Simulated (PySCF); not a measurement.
C2H8O2Si, SMILES C[C@H](O)[SiH2]O. The structure is a stationary point at B3LYP-D3(BJ)/def2-SVP. The structure was generated by enumeration; whether it is a known compound was not checked. The values are those of a single conformer.

### Question
Give the equilibrium geometry at B3LYP-D3(BJ)/def2-SVP (PySCF confirms it by a frequency run) as a Z-matrix. (The exact figures need the calculation; the answer reports its results.)

### Answer
One answer among several that fit: 
```
C
H 1 1.1039
O 1 1.4455 2 104.45
H 3 0.9682 1 107.62 2 -169.25
C 1 1.5217 2 109.11 3 -120.11
H 5 1.1023 1 110.97 2 -59.42
H 5 1.1023 6 108.26 1 -121.82
H 5 1.1043 6 107.31 7 -116.33
Si 1 1.9069 2 108.03 3 111.64
O 9 1.6696 1 105.34 2 -67.42
H 10 0.9697 9 110.07 1 -26.75
H 9 1.4882 10 108.75 11 -149.80
H 9 1.4987 12 109.22 10 122.50
```
